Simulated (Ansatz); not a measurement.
Saddle point of Hf$_{2}$NH$_{3}$Cl$_{6}$O, closed shell (Hf₂NH₃Cl₆O ([Cl][Hf]1([Cl])([Cl])[NH2][Hf]([Cl])([Cl])([Cl])[OH]1) → Hf₂NH₃Cl₆O ([Cl][Hf]1([Cl])([Cl])[NH2][Hf]([Cl])([Cl])([Cl])[OH]1); bonds formed: Hf1–Cl10, Cl4–Hf6; bonds broken: Hf1–Cl4, Hf6–Cl10), PBE0-D4/def2-TZVP structure:

```xyz
13
angstrom
Hf 0.8992 1.0877 -0.5949
O 0.7764 -1.0771 -0.4918
Cl 0.2845 2.9783 -1.8483
Cl -0.7150 1.8285 1.3556
Cl 3.0359 0.8185 -1.5497
Hf -0.6078 -0.7996 1.1559
N -1.1185 0.1390 -0.8131
Cl -2.8611 -0.9602 1.8034
Cl 0.0433 -2.9278 1.9288
Cl 1.7658 0.2325 1.7699
H 1.5938 -1.5507 -0.2987
H -1.1751 -0.5253 -1.5779
H -1.9216 0.7563 -0.8390
```

Energies are electronic, without zero-point energy. Barriers and step energies count from the start structure reached by relaxing down the imaginary mode; all methods use the PBE0-D4 structures, on which another method's saddle can fall below an end. Program: Ansatz 0.2.0. Basis: def2-TZVPP, with def2-QZVPP for the basis limit. Cores are frozen in the correlated methods. Core potentials replace the inner electrons of the atoms past krypton. B3LYP uses VWN-RPA correlation. Extrapolation: Hartree–Fock as exp(−7.88 √X), correlation as X^−2.97.

| method | barrier (kJ/mol) | step energy (kJ/mol) |
| --- | --- | --- |
| SPW92 | 134.3 | 0.0 |
| PBE-D4 | 162.0 | 0.0 |
| BLYP-D4 | 185.5 | 0.0 |
| r2SCAN-D4 | 169.1 | 0.0 |
| B97M-V | 172.2 | 0.0 |
| PBE0-D4 | 169.5 | 0.0 |
| B3LYP-D4 | 190.2 | 0.0 |
| r2SCAN0-D4 | ? | 0.0 |
| BHLYP-D4 | 196.3 | 0.0 |
| CAM-B3LYP-D4 | 192.4 | 0.0 |
| wB97X-V | 175.8 | 0.0 |
| wB97M-V | 165.8 | 0.0 |
| B2PLYP | 185.8 | 0.0 |
| PBE-QIDH | 164.6 | 0.0 |
| RPA on PBE | ? | 0.0 |
| HF | 242.2 | 0.0 |
| MP2 | ? | 0.0 |
| CCSD | 178.7 | 0.0 |
| CCSD(T) | 165.8 | 0.0 |

(1) Fill in the withheld barriers. (To be estimated.)

T1 diagnostic: at most 0.016.

## Answers

(1) By the calculation: RPA on PBE 159.1; r2SCAN0-D4 174.7; MP2 154.2 kJ/mol. Each is the energy of the saddle less that of the start structure, by the same method.

For comparison, the barrier by CCSD(T) at an estimated basis limit (MP2 extrapolated from triple and quadruple zeta, plus CCSD(T) − MP2 in triple zeta) is 170.7 kJ/mol.

Labels in which every atom is bracketed show which atoms are joined, not bond orders.

For scale, one of the runs: CCSD(T)/def2-TZVPP, 468 basis functions, launched by `ansatz run in.yaml --threads 11 --pin off --events-out ev --progress --plain --max-ram 174080MiB --backend cuda --devices 0, --max-vram 75GiB`. Hardware: 11 CPU threads of an AMD EPYC 7R13 and one NVIDIA H100, shared host. Wall time 36 s; peak host memory 1.2 GiB.
